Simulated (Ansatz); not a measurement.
Geometry optimisation, RKS B3LYP-D4/def2-SVPD in Ansatz 0.2.0.

Input:

```yaml
crystal:
  periodic: [false, false, false]
  atoms:
    - { symbol: "N", position_ang: [-0.82, 1.1213, -0.1238] }
    - { symbol: B, position_ang: [-0.1624, -0.166, -0.3306] }
    - { symbol: C, position_ang: [-0.05305, -1.42807, -0.98471] }
    - { symbol: "N", position_ang: [0.85922, -1.15888, -0.13237] }
    - { symbol: H, position_ang: [-1.4934, 1.0466, 0.6744] }
    - { symbol: H, position_ang: [-0.1372, 1.8775, 0.1319] }
    - { symbol: H, position_ang: [-0.50953, -2.18474, -1.7097] }
basis:
  gaussian: { orbitals: def2-SVPD }
hamiltonian:
  xc: b3lyp
  dispersion: d4
relax:
  f_tol: 0.015
  max_steps: 40
```

Command:

```bash
$ ansatz run input.yaml --threads 2 --pin off --max-ram 3072MiB --backend cpu --events-out ev --progress --plain --runs-dir out
```

Question: Where does it end, and by what steps?

Answer: The forces met the threshold. After 8 steps the energy has fallen by 1.069 eV; H5 moved furthest, 0.57 Å.

| step | energy less start (eV) | largest force component (eV/Å) | accepted |
| --- | --- | --- | --- |
| 0 | 0.0000 | 3.374 | yes |
| 1 | -0.4480 | 1.457 | yes |
| 2 | -0.7893 | 2.149 | yes |
| 3 | -1.0074 | 0.687 | yes |
| 4 | -1.0285 | 0.412 | yes |
| 5 | -1.0528 | 0.411 | yes |
| 6 | -1.0666 | 0.106 | yes |
| 7 | -1.0694 | 0.025 | yes |
| 8 | -1.0694 | 0.008 | yes |

```xyz
7
Properties=species:S:1:pos:R:3
N -0.692 1.055 0.164
B -0.233 -0.148 -0.355
C -0.193 -1.475 -0.967
N 0.945 -0.946 -0.623
H -1.668 1.309 0.198
H -0.067 1.754 0.542
H -0.408 -2.442 -1.434
```

The run took 14 s on 2 threads of Arm Neoverse V2, with other jobs on the host, peak memory 0.17 GiB.
